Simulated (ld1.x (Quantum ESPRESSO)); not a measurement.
# Configuration tests for tantalum (TM)

ld1.x (Quantum ESPRESSO) 7.5 input, shortened:

```
&input
   title='Ta', zed=73., rel=1, dft='PBE', iswitch=3,
   config='[Xe] 4f14 5d3 6s2 6p0'
 /
 &inputp
   pseudotype=2, tm=.true., lloc=1,
   nlcc=.false.
 /
3
6S  1  0   2.00   0.00  3.05  3.05  0.0
5D  3  2   3.00   0.00  2.20  2.20  0.0
6P  2  1   0.00   0.00  1.35  1.35  0.0
 &test
   configts(1)='5d3 6s2 6p0'
 /
```

Energies are relative to the spin-unpolarised reference configuration 5d3 6s2 6p0; without spin polarisation the order of configurations can differ from experiment. Not all tests gave a result: 1 of 7 tests not solved or not reliable. Left out of the table: 5d3 6s0 6p2 (solver errors, printed error -89.7 eV).

| valence configuration | charge | ΔE all-electron (eV) | error AE − PS (meV) |
| --- | --- | --- | --- |
| 5d3 6s1 6p0 | +1 | 8.467 | +3.9 |
| 5d3 6s0 6p0 | +2 | 23.439 | +100 |
| 5d2 6s0 6p0 | +3 | 47.043 | +194 |
| 5d3 6s1.5 6p0 | +0.5 | 3.461 | -0.4 |
| 5d1 6s0 6p0 | +4 | 82.085 | +469 |

Task: What are ΔE and the potential's error for 5d3.5 6s1.5 6p0?

Result: ΔE = 0.989 eV all-electron; the error (AE − PS) is -3.2 meV.

Levels in the configuration 5d1 6s0 6p0:

```tsv
level	all-electron (eV)	pseudo (eV)
5d	-41.149	-40.596
```

These tests converged, but a pseudo level misses the all-electron one widely, so the file describes the atom poorly there or has found another state: 5d1 6s0 6p0: empty 6s by 7.4 eV.

Note: ghost states, extra bound levels that the all-electron valence spectrum of the same l lacks: p at -40.1 eV, s at -16.9 eV. A true bound ghost makes a file unfit for plane-wave use. The 6p radius (1.35 bohr) lies inside the outermost node of the all-electron wave (1.60 bohr), which a nodeless pseudo-wave cannot match soundly.
